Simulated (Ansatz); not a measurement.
InH3. Total charge 0; singlet. Geometry PBE0-D4/def2-TZVP, basis def2-TZVP, Ansatz.

Cartesian coordinates in Å:
```
In 0.000 0.000 0.000
H 1.647 -0.503 -0.093
H -1.217 -1.117 0.495
H -0.430 1.621 -0.402
```

| run | HOMO (eV) | LUMO (eV) |
| --- | --- | --- |
| A | -8.37 | -1.69 |
| B | -8.17 | -1.90 |
| C | -10.37 | -0.42 |
| D | -7.29 | -2.30 |
| E | -6.96 | -2.54 |
| F | -7.77 | -2.25 |

In the def2 sets In takes a core potential; there is no spin–orbit coupling. HSE06 is defined as in plane-wave codes, on full-range PBE exchange.

The runs used HSE06, PBE0, r2SCAN, r2SCAN0, revPBE, ωB97M-V. Estimate which is which.

A r2SCAN0 (25 % exact exchange); B PBE0 (25 % exact exchange); C ωB97M-V (range-separated); D r2SCAN (0 % exact exchange); E revPBE (0 % exact exchange); F HSE06 (range-separated). Exact exchange lowers occupied and raises empty levels; among semilocal functionals meta-GGAs tend to open the gap a little, and such runs are hard to tell apart. The gap grows from 4.42 eV (revPBE) to 9.95 eV (ωB97M-V).
